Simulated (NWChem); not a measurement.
System: BaCl2 cation, doublet; SMILES of the neutral closed-shell parent [Ba]([Cl])[Cl]

```xyz
3

Ba     0.0000     0.0000    -0.9896
Cl     0.0000     1.3363     1.5228
Cl     0.0000    -1.3363     1.5228
```
Atoms are numbered in this order, from 1.

Level: PBE0/def2-SVP with def2 effective core potentials on Ba, spin-unrestricted (NWChem), optimised geometry, unscaled harmonic frequencies. In the optimisation the excess spin sits in b2 (C2v, its own frame). This spin state was assumed; another may lie lower. def2 effective core potentials on Ba; no spin-orbit coupling.

### Question
List the harmonic frequencies with IR intensities, and the thermochemistry.

### Answer
| frequency (cm⁻¹) | IR intensity (km/mol) |
|---|---|
| 198 | 17.6 |
| 201 | 0.1 |
| 293 | 24.4 |

```yaml
zero_point_energy: 1.0 kcal/mol
thermal correction to the enthalpy at 298.15 K (with zero-point energy): 4.3 kcal/mol
heat capacity Cv: 11.3 cal/(mol K)
"entropy at 298.15 K and 1 atm (symmetry number 2, electronic part: spin degeneracy alone)": 75.6 cal/(mol K)
```

Rigid rotor and harmonic oscillator.
